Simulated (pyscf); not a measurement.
PySCF, gas phase, ωB97X-D3(BJ)/def2-SVP geometries.

Task: What is the homolytic dissociation enthalpy (298 K, ωB97M-D3(BJ)/def2-TZVP) of the C–C bond of H₂C=C(CH₃)–CH₂–Cl, to H₂C=C•–CH₃ + •H₂C–Cl?

Result: C–C to H₂C=C•–CH₃ + •H₂C–Cl: 403.3 kJ/mol. The 7 functionals that were run give +361.8 (r²SCAN) to +404.5 kJ/mol (ωB97X-D3(BJ)). The radicals are drawn with the spin at the cut bond; how far it spreads was not checked. H₂C=C•–CH₃ lies 85.1 kJ/mol over its isomer •H₂C–CH=CH₂, and others may lie lower still (electronic energy, ωB97M-D3(BJ)).
